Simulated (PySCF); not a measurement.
C₆H₆F₃OP.
Atom-mapped SMILES: `[O:1]=[P@:2]1([C:3]([F:4])=[C:5]([F:6])[F:7])[CH:8]=[CH:9][CH2:10][CH2:11]1`

Probes without a nucleus sit at each ring's centroid and 1 Å off its mean plane on both sides; NICS is minus the shielding there, NICSzz its component along the normal. Level: GIAO PBE0/pcSseg-1 (PySCF, non-relativistic, gas phase) on the GFN2-xTB geometry, one conformer.

Ring bond lengths (Å), with Mayer bond orders in brackets: P2–C8 1.807 (0.89), C8–C9 1.327 (1.83), C9–C10 1.500 (1.03), C10–C11 1.531 (1.00), C11–P2 1.834 (0.93).

Q: What do the NICS probes read (ppm)?

A: 
| ring | type | NICS(0) | NICS(1), two faces | NICS(1)zz, two faces | rms pucker (Å) | centre to ring atoms, mean (Å) |
| --- | --- | --- | --- | --- | --- | --- |
| P2–C8–C9–C10–C11 | 5-membered ring with P; formal bonds 1 double, 4 single | -2.9 | -3.4 / -3.7 | -2.8 / -3.5 | 0.11 | 1.35 |

Q: What do they say, and how far can they be read as aromaticity?

A: 
- P2–C8–C9–C10–C11: mean NICS(1)zz -3.2 ppm, shielded. P2, C10, C11 have four or more neighbours, so the value isn't read as a sign of a π ring current.

Q: At the second NICS(1) probe listed for ring P2–C8–C9–C10–C11, 1 Å off the ring, what do the in-plane components average?

A: The isotropic value is a third of the trace: (3 × -3.7 − (-3.5))/2 = -3.8 ppm.

Q: How shielded are the nuclei of the rings and their hydrogens (means over atoms taken as equivalent)?

A: 
```json
{"atoms": "P2", "environment": "phosphoryl phosphorus", "σ isotropic (ppm)": "289.8", "principal values of the symmetric part, first atom (ppm)": "154.5, 239.5, 475.4"}
{"atoms": "C8", "environment": "alkene CH carbon", "σ isotropic (ppm)": "51.1", "principal values of the symmetric part, first atom (ppm)": "-56.5, 58.4, 151.3"}
{"atoms": "C9", "environment": "alkene CH carbon", "σ isotropic (ppm)": "29.4", "principal values of the symmetric part, first atom (ppm)": "-92.6, 25.1, 155.8"}
{"atoms": "C10", "environment": "allylic carbon", "σ isotropic (ppm)": "155.8", "principal values of the symmetric part, first atom (ppm)": "143.2, 151.5, 172.6"}
{"atoms": "C11", "environment": "sp3 carbon bound to phosphorus", "σ isotropic (ppm)": "159.6", "principal values of the symmetric part, first atom (ppm)": "135.8, 164.3, 178.8"}
{"atoms": "H on C8", "environment": "vinylic hydrogen", "σ isotropic (ppm)": "25.04", "principal values of the symmetric part, first atom (ppm)": "23.6, 24.3, 27.2"}
{"atoms": "H on C9", "environment": "vinylic hydrogen", "σ isotropic (ppm)": "24.74", "principal values of the symmetric part, first atom (ppm)": "23.3, 24.4, 26.5"}
{"atoms": "H on C10", "environment": "methylene hydrogen", "σ isotropic (ppm)": "29.30", "principal values of the symmetric part, first atom (ppm)": "25.3, 27.6, 35.0"}
{"atoms": "H on C10", "environment": "methylene hydrogen", "σ isotropic (ppm)": "29.09", "principal values of the symmetric part, first atom (ppm)": "24.1, 27.0, 36.2"}
{"atoms": "H on C11", "environment": "methylene hydrogen", "σ isotropic (ppm)": "29.21", "principal values of the symmetric part, first atom (ppm)": "25.8, 27.8, 34.0"}
{"atoms": "H on C11", "environment": "methylene hydrogen", "σ isotropic (ppm)": "29.90", "principal values of the symmetric part, first atom (ppm)": "25.3, 28.0, 36.4"}
```
